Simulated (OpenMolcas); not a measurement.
A calculation on N.

- Program: OpenMolcas
- Method: CASSCF
- Basis: ANO-RCC-VTZP [4s3p2d1f]
- Scalar Hamiltonian: DKH2, point nucleus
- Active space: 3 electrons in 3 orbitals (2p)
- State averaging: 2S+1 = 4 odd, 1 root; 2S+1 = 2 odd, 8 roots
- Spin-orbit coupling: state interaction with AMFI integrals over the reference wave functions, term energies averaged over their components

(1) Which level of the active space comes out lowest?

(2) How high does 2s² 2p³ ²D°_5/2 lie?

(3) How high does 2s² 2p³ ²P°_1/2 lie?

(4) How high does 2s² 2p³ ²P°_3/2 lie?

Measured values: NIST Handbook of Basic Atomic Spectroscopic Data.

Answers

(1) 2s² 2p³ ⁴S°_3/2, with 100 % of that term; it is also the measured ground level.

(2) 2.8543 eV above the lowest level; measured 2.3835 eV above the ground level, so the calculation is off by +20 %.

(3) 4.7140 eV above the lowest level; measured 3.5756 eV above the ground level, so the calculation is off by +32 %.

(4) 4.7140 eV above the lowest level; measured 3.5756 eV above the ground level, so the calculation is off by +32 %.

Without dynamic correlation excited terms often stand tens of per cent too high (terms of higher spin than the ground term too low), and those without a measured partner can miss by more than the paired ones. With the s shell closed, the reference lacks s² → p² mixing. Computed and measured levels are paired by configuration, term and J; levels that our copy of the source lacks, or whose pairing is in doubt (as where it misses far off the trend of its configuration), stay unpaired and out of the deviations. Levels of configurations outside the active space are missing.

° marks odd parity.
